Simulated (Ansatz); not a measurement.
Z-matrix (Å, degrees):
```
C
C 1 1.3431
H 2 1.0878 1 122.23
H 2 1.0905 3 118.46 1 -180.00
C 1 1.4553 2 123.85 3 -180.00
C 5 1.3407 1 126.69 2 180.00
H 6 1.0897 5 120.79 1 -180.00
H 6 1.0904 7 117.77 5 -180.00
H 5 1.0945 6 119.77 7 0.00
Cl 1 1.7512 2 119.15 3 0.00
```
Charge 0, multiplicity 1.

Method: frozen-core CCSD(T)/def2-TZVPP // PBE-D3(BJ)/def2-TZVP (Ansatz, a program for electronic structure). The restricted HF reference is unstable towards unrestricted orbitals.

```json
{
 "HF energy": "-613.90799 Ha",
 "MP2 correlation energy": "-0.83453 Ha"
}
```

**Question.** Estimate the CCSD correlation energy, the (T) correction, the total energy and the T1 diagnostic.

**Answer.** 
- CCSD correlation energy = -0.87735 Ha
- (T) correction = -0.04306 Ha
- CCSD(T) total energy = -614.82840 Ha
- T1 diagnostic = 0.011
